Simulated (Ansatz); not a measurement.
Program: Ansatz. Geometries: PBE0-D4/def2-TZVP. ΔE: electronic, gas phase. CCSD(T)/CBS is the MP2 limit (def2-TZVPP, def2-QZVPP) plus CCSD(T) − MP2 in def2-TZVPP, frozen cores. Functionals use def2-TZVPP. B3LYP here is the variant with VWN-RPA as its local correlation; programs differ in this. Each species was taken in one conformer, which may not be the lowest.

`C[SiH](F)CF` + `CC(N)=O` → `CNC(C)=O` + `FC[SiH2]F`  (substitution at a C–Si bond)

| level | ΔE (kJ/mol) |
| --- | --- |
| ωB97X-V | 74.5 |
| B3LYP | 73.1 |
| HF/def2-TZVPP | 71.8 |
| MP2/def2-QZVPP | 78.1 |

Q: What does CCSD(T)/CBS give? (Best estimate.)

A: The calculation gave: +76.5 kJ/mol. The listed levels differ from it by -2.0, -3.4, -4.7, 1.6 kJ/mol.

Largest T1 diagnostic among the species: 0.014.
